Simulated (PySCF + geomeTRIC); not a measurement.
Computed with TPSS-D3(BJ)/def2-SVP (PySCF + geomeTRIC). fastk is a local helper that only speeds up exchange builds. No frequencies were computed at this level.

```python
import json, numpy as np
from pyscf import gto, dft
from fastk import lowrank_exchange
atoms = """
Mo    -0.135373    -0.099438    -0.146077
O     -1.721486     0.024412    -1.101250
H     -2.659182     0.111749    -0.921929
O     -1.012230     0.585518     1.269027
H     -1.265721     1.007240     2.091325
O      0.643037    -0.451464    -1.710523
H      0.754459    -0.529483    -2.659554
N      1.410310    -0.640685     0.902870
H      2.236927    -0.078173     1.080725
H      1.600721    -1.549241     1.313880
N     -0.648381    -1.938997     0.248015
H     -1.476877    -2.362227    -0.157473
H     -0.201427    -2.659876     0.801655
N      0.720733     1.636690    -0.266690
H      0.693253     2.381604     0.423494
H      1.431195     1.898401    -0.944029
"""
def scf(charge, spin, dm0=None):
    mol = gto.M(atom=atoms, basis='def2-svp', ecp={'Mo': 'def2-svp'}, charge=charge, spin=spin, verbose=3, max_memory=7560)
    mf = dft.KS(mol, xc='tpss').density_fit(auxbasis="def2-universal-jkfit")
    mf.disp = 'd3bj'
    mf.grids.level = 3
    mf.conv_tol = 1e-8
    mf.max_cycle = 120
    mf.level_shift = 0.25
    mf.kernel(dm0)
    if not mf.converged:
        mf = mf.newton().run(mf.mo_coeff, mf.mo_occ).undo_soscf()
    return mf
mf = scf(0, 0)
from pyscf.geomopt.geometric_solver import kernel as optimize
path = []
done, mol = optimize(mf, maxsteps=120, assert_convergence=False, callback=lambda env: path.append((env["energy"], bool(env["g_scanner"].converged))))
res = dict(converged=bool(done and path[-1][1]), energy=path[-1][0], path=[e for e, c in path], xyz=mol.atom_coords(unit="Angstrom").tolist(), nao=mol.nao)
json.dump(res, open("result.json", "w"))
```

Output:

```
converged SCF energy = -463.389601440549
Geometry optimization cycle 1
converged SCF energy = -463.389601435064
cycle 1: E = -463.389601435  dE = -463.39  norm(grad) = 0.124095
Geometry optimization cycle 2
converged SCF energy = -463.411126797682
cycle 2: E = -463.411126798  dE = -0.0215254  norm(grad) = 0.0294701
Geometry optimization cycle 3
converged SCF energy = -463.41382770511
cycle 3: E = -463.413827705  dE = -0.00270091  norm(grad) = 0.025335
Geometry optimization cycle 4
converged SCF energy = -463.419367314129
cycle 4: E = -463.419367314  dE = -0.00553961  norm(grad) = 0.0346067
Geometry optimization cycle 5
converged SCF energy = -463.424700545775
cycle 5: E = -463.424700546  dE = -0.00533323  norm(grad) = 0.032714
Geometry optimization cycle 6
converged SCF energy = -463.421162107384
cycle 6: E = -463.421162107  dE = 0.00353844  norm(grad) = 0.0673649
Geometry optimization cycle 7
converged SCF energy = -463.431569665848
cycle 7: E = -463.431569666  dE = -0.0104076  norm(grad) = 0.0261688
Geometry optimization cycle 8
converged SCF energy = -463.433356756986
cycle 8: E = -463.433356757  dE = -0.00178709  norm(grad) = 0.0191999
Geometry optimization cycle 9
converged SCF energy = -463.435156062567
cycle 9: E = -463.435156063  dE = -0.00179931  norm(grad) = 0.0111595
Geometry optimization cycle 10
converged SCF energy = -463.435665692797
cycle 10: E = -463.435665693  dE = -0.00050963  norm(grad) = 0.00721162
Geometry optimization cycle 11
converged SCF energy = -463.435917390497
cycle 11: E = -463.43591739  dE = -0.000251698  norm(grad) = 0.0085013
Geometry optimization cycle 12
converged SCF energy = -463.436260773475
cycle 12: E = -463.436260773  dE = -0.000343383  norm(grad) = 0.00671751
Geometry optimization cycle 13
converged SCF energy = -463.436942593696
cycle 13: E = -463.436942594  dE = -0.00068182  norm(grad) = 0.00781293
Geometry optimization cycle 14
converged SCF energy = -463.428580782594
cycle 14: E = -463.428580783  dE = 0.00836181  norm(grad) = 0.0377457
Geometry optimization cycle 15
converged SCF energy = -463.438097392057
cycle 15: E = -463.438097392  dE = -0.00951661  norm(grad) = 0.0152983
Geometry optimization cycle 16
converged SCF energy = -463.438788900432
cycle 16: E = -463.4387889  dE = -0.000691508  norm(grad) = 0.0110226
Geometry optimization cycle 17
converged SCF energy = -463.439910508045
cycle 17: E = -463.439910508  dE = -0.00112161  norm(grad) = 0.00897641
Geometry optimization cycle 18
converged SCF energy = -463.440821637486
cycle 18: E = -463.440821637  dE = -0.000911129  norm(grad) = 0.00795734
Geometry optimization cycle 19
converged SCF energy = -463.441228478439
cycle 19: E = -463.441228478  dE = -0.000406841  norm(grad) = 0.00621763
Geometry optimization cycle 20
converged SCF energy = -463.441451439041
cycle 20: E = -463.441451439  dE = -0.000222961  norm(grad) = 0.00333453
Geometry optimization cycle 21
converged SCF energy = -463.44162055092
cycle 21: E = -463.441620551  dE = -0.000169112  norm(grad) = 0.00235497
Geometry optimization cycle 22
converged SCF energy = -463.44165528465
cycle 22: E = -463.441655285  dE = -3.47337e-05  norm(grad) = 0.00136735
Geometry optimization cycle 23
converged SCF energy = -463.441671692377
cycle 23: E = -463.441671692  dE = -1.64077e-05  norm(grad) = 0.000881193
Geometry optimization cycle 24
converged SCF energy = -463.441678677959
cycle 24: E = -463.441678678  dE = -6.98558e-06  norm(grad) = 0.00120062
Geometry optimization cycle 25
converged SCF energy = -463.441680140215
cycle 25: E = -463.44168014  dE = -1.46226e-06  norm(grad) = 0.00167762
Geometry optimization cycle 26
converged SCF energy = -463.441685131592
cycle 26: E = -463.441685132  dE = -4.99138e-06  norm(grad) = 0.00148479
Geometry optimization cycle 27
converged SCF energy = -463.441700139318
cycle 27: E = -463.441700139  dE = -1.50077e-05  norm(grad) = 0.00110707
Geometry optimization cycle 28
converged SCF energy = -463.441713058094
cycle 28: E = -463.441713058  dE = -1.29188e-05  norm(grad) = 0.00117273
Geometry optimization cycle 29
converged SCF energy = -463.441723314654
cycle 29: E = -463.441723315  dE = -1.02566e-05  norm(grad) = 0.00104118
Geometry optimization cycle 30
converged SCF energy = -463.441729095137
cycle 30: E = -463.441729095  dE = -5.78048e-06  norm(grad) = 0.000773144
Geometry optimization cycle 31
converged SCF energy = -463.441731716992
cycle 31: E = -463.441731717  dE = -2.62186e-06  norm(grad) = 0.000471522
Geometry optimization cycle 32
converged SCF energy = -463.441732754717
cycle 32: E = -463.441732755  dE = -1.03772e-06  norm(grad) = 0.000296028
Geometry optimization cycle 33
converged SCF energy = -463.441733515722
cycle 33: E = -463.441733516  dE = -7.61006e-07  norm(grad) = 0.000192742
Geometry optimization cycle 34
converged SCF energy = -463.441734063482
cycle 34: E = -463.441734063  dE = -5.4776e-07  norm(grad) = 0.000202863
Geometry optimization cycle 35
converged SCF energy = -463.441734073579
cycle 35: E = -463.441734074  dE = -1.0097e-08  norm(grad) = 0.000209462
Geometry optimization cycle 36
converged SCF energy = -463.441734100424
cycle 36: E = -463.4417341  dE = -2.68453e-08  norm(grad) = 0.00016003
<class 'geometric.internal.Distance'> : 15
<class 'geometric.internal.Angle'> : 11
<class 'geometric.internal.LinearAngle'> : 8
<class 'geometric.internal.OutOfPlane'> : 15
<class 'geometric.internal.Dihedral'> : 38
<class 'geometric.internal.TranslationX'> : 1
<class 'geometric.internal.TranslationY'> : 1
<class 'geometric.internal.TranslationZ'> : 1
<class 'geometric.internal.RotationA'> : 1
<class 'geometric.internal.RotationB'> : 1
<class 'geometric.internal.RotationC'> : 1
Step    0 : Gradient = 3.102e-02/7.214e-02 (rms/max) Energy = -463.3896014351
Step    1 : Displace = 9.351e-02/1.579e-01 (rms/max) Trust = 1.000e-01 (=) Grad = 7.368e-03/1.274e-02 (rms/max) E (change) = -463.4111267977 (-2.153e-02) Quality = 0.626
Step    2 : Displace = 1.009e-01/2.159e-01 (rms/max) Trust = 1.000e-01 (=) Grad = 6.334e-03/1.253e-02 (rms/max) E (change) = -463.4138277051 (-2.701e-03) Quality = 0.704
Step    3 : Displace = 1.075e-01/1.815e-01 (rms/max) Trust = 1.000e-01 (=) Grad = 8.652e-03/1.695e-02 (rms/max) E (change) = -463.4193673141 (-5.540e-03) Quality = 0.850
Step    4 : Displace = 9.400e-02/1.987e-01 (rms/max) Trust = 1.414e-01 (+) Grad = 8.178e-03/1.936e-02 (rms/max) E (change) = -463.4247005458 (-5.333e-03) Quality = 1.381
Step    5 : Displace = 1.987e-01/5.228e-01 (rms/max) Trust = 2.000e-01 (+) Grad = 1.684e-02/4.324e-02 (rms/max) E (change) = -463.4211621074 (+3.538e-03) Quality = -0.445
Step    6 : Displace = 1.075e-01/2.537e-01 (rms/max) Trust = 9.937e-02 (-) Grad = 6.542e-03/1.504e-02 (rms/max) E (change) = -463.4315696658 (-1.041e-02) Quality = 0.677
Step    7 : Displace = 6.859e-02/1.577e-01 (rms/max) Trust = 9.937e-02 (=) Grad = 4.800e-03/1.142e-02 (rms/max) E (change) = -463.4333567570 (-1.787e-03) Quality = 0.815
Step    8 : Displace = 3.532e-02/7.205e-02 (rms/max) Trust = 1.405e-01 (+) Grad = 2.790e-03/6.643e-03 (rms/max) E (change) = -463.4351560626 (-1.799e-03) Quality = 1.413
Step    9 : Displace = 4.426e-02/1.093e-01 (rms/max) Trust = 1.987e-01 (+) Grad = 1.803e-03/3.538e-03 (rms/max) E (change) = -463.4356656928 (-5.096e-04) Quality = 0.743
Step   10 : Displace = 2.875e-02/5.986e-02 (rms/max) Trust = 1.987e-01 (=) Grad = 2.125e-03/4.722e-03 (rms/max) E (change) = -463.4359173905 (-2.517e-04) Quality = 0.770
Step   11 : Displace = 1.459e-02/3.613e-02 (rms/max) Trust = 2.811e-01 (+) Grad = 1.679e-03/3.463e-03 (rms/max) E (change) = -463.4362607735 (-3.434e-04) Quality = 1.289
Step   12 : Displace = 3.180e-02/8.130e-02 (rms/max) Trust = 3.000e-01 (+) Grad = 1.953e-03/5.127e-03 (rms/max) E (change) = -463.4369425937 (-6.818e-04) Quality = 1.790
Step   13 : Displace = 2.428e-01/6.573e-01 (rms/max) Trust = 3.000e-01 (=) Grad = 9.436e-03/1.967e-02 (rms/max) E (change) = -463.4285807826 (+8.362e-03) Quality = -3.605
Step   14 : Displace = 1.232e-01/3.360e-01 (rms/max) Trust = 1.214e-01 (x) Grad = 3.825e-03/7.631e-03 (rms/max) E (change) = -463.4380973921 (-1.155e-03) Quality = 0.649
Step   15 : Displace = 2.797e-02/7.459e-02 (rms/max) Trust = 1.214e-01 (=) Grad = 2.756e-03/4.874e-03 (rms/max) E (change) = -463.4387889004 (-6.915e-04) Quality = 1.169
Step   16 : Displace = 5.287e-02/1.458e-01 (rms/max) Trust = 1.717e-01 (+) Grad = 2.244e-03/4.171e-03 (rms/max) E (change) = -463.4399105080 (-1.122e-03) Quality = 1.634
Step   17 : Displace = 1.194e-01/2.925e-01 (rms/max) Trust = 2.428e-01 (+) Grad = 1.989e-03/3.536e-03 (rms/max) E (change) = -463.4408216375 (-9.111e-04) Quality = 0.678
Step   18 : Displace = 5.197e-02/1.498e-01 (rms/max) Trust = 2.428e-01 (=) Grad = 1.554e-03/3.437e-03 (rms/max) E (change) = -463.4412284784 (-4.068e-04) Quality = 0.740
Step   19 : Displace = 1.302e-02/2.582e-02 (rms/max) Trust = 2.428e-01 (=) Grad = 8.336e-04/2.073e-03 (rms/max) E (change) = -463.4414514390 (-2.230e-04) Quality = 1.368
Step   20 : Displace = 2.438e-02/4.923e-02 (rms/max) Trust = 3.000e-01 (+) Grad = 5.887e-04/1.427e-03 (rms/max) E (change) = -463.4416205509 (-1.691e-04) Quality = 1.145
Step   21 : Displace = 7.828e-03/1.475e-02 (rms/max) Trust = 3.000e-01 (=) Grad = 3.418e-04/6.997e-04 (rms/max) E (change) = -463.4416552847 (-3.473e-05) Quality = 1.310
Step   22 : Displace = 6.630e-03/1.245e-02 (rms/max) Trust = 3.000e-01 (=) Grad = 2.203e-04/4.797e-04 (rms/max) E (change) = -463.4416716924 (-1.641e-05) Quality = 0.912
Step   23 : Displace = 5.016e-03/1.106e-02 (rms/max) Trust = 3.000e-01 (=) Grad = 3.002e-04/8.004e-04 (rms/max) E (change) = -463.4416786780 (-6.986e-06) Quality = 0.559
Step   24 : Displace = 6.423e-03/1.505e-02 (rms/max) Trust = 3.000e-01 (=) Grad = 4.194e-04/1.153e-03 (rms/max) E (change) = -463.4416801402 (-1.462e-06) Quality = 0.077
Step   25 : Displace = 2.942e-03/5.609e-03 (rms/max) Trust = 3.211e-03 (-) Grad = 3.712e-04/8.350e-04 (rms/max) E (change) = -463.4416851316 (-4.991e-06) Quality = 0.270
Step   26 : Displace = 3.347e-03/7.909e-03 (rms/max) Trust = 3.211e-03 (=) Grad = 2.768e-04/4.842e-04 (rms/max) E (change) = -463.4417001393 (-1.501e-05) Quality = 0.417
Step   27 : Displace = 3.233e-03/7.775e-03 (rms/max) Trust = 3.211e-03 (=) Grad = 2.932e-04/7.288e-04 (rms/max) E (change) = -463.4417130581 (-1.292e-05) Quality = 0.393
Step   28 : Displace = 3.518e-03/7.540e-03 (rms/max) Trust = 3.211e-03 (=) Grad = 2.603e-04/7.754e-04 (rms/max) E (change) = -463.4417233147 (-1.026e-05) Quality = 0.259
Step   29 : Displace = 3.297e-03/5.734e-03 (rms/max) Trust = 3.211e-03 (=) Grad = 1.933e-04/5.535e-04 (rms/max) E (change) = -463.4417290951 (-5.780e-06) Quality = 0.140
Step   30 : Displace = 1.702e-03/2.810e-03 (rms/max) Trust = 1.606e-03 (-) Grad = 1.188e-04/2.729e-04 (rms/max) E (change) = -463.4417317170 (-2.622e-06) Quality = 0.140
Step   31 : Displace = 8.273e-04/1.450e-03 (rms/max) Trust = 8.028e-04 (-) Grad = 7.246e-05/1.376e-04 (rms/max) E (change) = -463.4417327547 (-1.038e-06) Quality = 1.213
Step   32 : Displace = 1.042e-03/2.137e-03 (rms/max) Trust = 1.135e-03 (+) Grad = 4.147e-05/7.255e-05 (rms/max) E (change) = -463.4417335157 (-7.610e-07) Quality = 1.038
Step   33 : Displace = 1.530e-03/2.524e-03 (rms/max) Trust = 1.606e-03 (+) Grad = 4.174e-05/7.254e-05 (rms/max) E (change) = -463.4417340635 (-5.478e-07) Quality = 1.061
Step   34 : Displace = 1.053e-03/1.849e-03 (rms/max) Trust = 2.271e-03 (+) Grad = 4.282e-05/7.094e-05 (rms/max) E (change) = -463.4417340736 (-1.010e-08) Quality = 0.042
Step   35 : Displace = 5.597e-04/1.137e-03 (rms/max) Trust = 5.266e-04 (-) Grad = 2.849e-05/5.466e-05 (rms/max) E (change) = -463.4417341004 (-2.685e-08) Quality = 0.129
Converged! =D
```

Cost: roughly 40 core-minutes.
